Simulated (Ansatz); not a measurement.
C2H4AuNO, SMILES `CC#[N+][Au-][OH]`, relaxed with RKS PBE0-D4/def2-TZVP in the Gaussian-basis code of Ansatz from a GFN2-xTB geometry. The force threshold is 0.005 eV/Å; the program also tests the step.

Charge 0, multiplicity 1. Au takes the def2 core potential.

Start:

```xyz
9

C     0.412    1.654    1.489
C     0.187    0.569    0.587
N     0.001   -0.300   -0.144
Au   -0.302   -1.660   -1.322
O    -0.573   -3.138   -2.514
H     1.483    1.838    1.583
H    -0.075    2.552    1.107
H     0.001    1.411    2.469
H    -1.135   -2.925   -3.255
```

Problem. How much energy does the relaxation release, and in how many steps? (Best estimate.)

Solution. Ansatz gave: 16.04 kJ/mol, in 5 steps.

Problem. Which bonds change most? (Estimate.)

Solution. The calculation gave: N3–Au4 from 1.824 to 1.948 Å; Au4–O5 from 1.918 to 1.939 Å; C1–C2 from 1.428 to 1.443 Å; O5–H9 from 0.954 to 0.961 Å.

Problem. Give the relaxed structure. (An estimate is asked.)

Solution. Ansatz gave: 
```xyz
9

C     0.420    1.686    1.518
C     0.189    0.597    0.599
N     0.005   -0.268   -0.129
Au   -0.316   -1.726   -1.380
O    -0.581   -3.231   -2.573
H     1.491    1.869    1.616
H    -0.063    2.591    1.146
H     0.009    1.440    2.499
H    -1.154   -2.958   -3.295
```
